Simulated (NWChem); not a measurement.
System: C3H6Cl2; SMILES CC(C)(Cl)Cl

Here is an NWChem input.

```
start job
memory heap 200 mb stack 900 mb global 1100 mb
geometry units angstroms noautoz
  C      0.000000     1.269896    -1.171299
  C      0.000000     0.000000    -0.348073
  C      0.000000    -1.269896    -1.171299
  Cl     1.460241     0.000000     0.708432
  Cl    -1.460241     0.000000     0.708432
  H     -0.896451     1.298502    -1.808211
  H      0.000000     2.151505    -0.517156
  H      0.896451     1.298502    -1.808211
  H     -0.896451    -1.298502    -1.808211
  H      0.000000    -2.151505    -0.517156
  H      0.896451    -1.298502    -1.808211
end
basis spherical
  * library def2-svpd
end
dft
  xc b3lyp
  iterations 150
  mulliken
end
task dft energy
```

Structure relaxed at the PBE0/def2-SVP level.

Question: What results follow from this input? (B3LYP/def2-SVPD.) Quantities: basis functions; energy (Ha); highest occupied level (eV); orbital gap (eV); dipole (D).

Answer: The number of basis functions comes out as 162, the energy (Ha) comes out as -1038.01 and the highest occupied level (eV) is -8.27. The orbital gap (eV) comes out as 7.86. The dipole (D) is 2.35.
